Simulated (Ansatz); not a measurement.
CH$_{5}$BFNS, SMILES `BNC(F)S`, relaxed with RKS PBE-D4/def2-SVP in the Gaussian-basis code of Ansatz from a rough embedded geometry. The force threshold is 0.03 eV/Å; the program also tests the step.

Charge 0, multiplicity 1.

Start:

```xyz
10

B     0.631   -1.487   -0.299
N     0.488   -0.405    0.762
C    -0.373    0.683    0.283
F    -0.912    1.354    1.325
S     0.503    1.806   -0.830
H     0.357   -2.597   -0.140
H     1.216   -1.218   -1.342
H    -0.013   -0.904    1.528
H    -1.274    0.204   -0.240
H    -0.625    2.564   -1.047
```

Q: By how much does the energy fall, and how many steps does the optimiser take? (Estimate.)

A: Ansatz gave: 106.03 kJ/mol, in 9 steps, 1 of them rejected.

Q: Which bonds change most? (Best estimate.)

A: Ansatz gave: B1–N2 from 1.523 to 1.403 Å; B1–H6 from 1.154 to 1.215 Å; C3–F4 from 1.351 to 1.385 Å; C3–H9 from 1.147 to 1.113 Å.

Q: Give the relaxed structure. (Best estimate.)

A: Computed: 
```xyz
10

B     0.713   -1.513   -0.325
N     0.047   -0.623    0.530
C    -0.543    0.666    0.258
F    -0.768    1.279    1.478
S     0.580    1.652   -0.801
H     1.087   -2.568    0.147
H     0.890   -1.211   -1.487
H    -0.122   -0.880    1.508
H    -1.535    0.584   -0.243
H    -0.349    2.613   -1.066
```
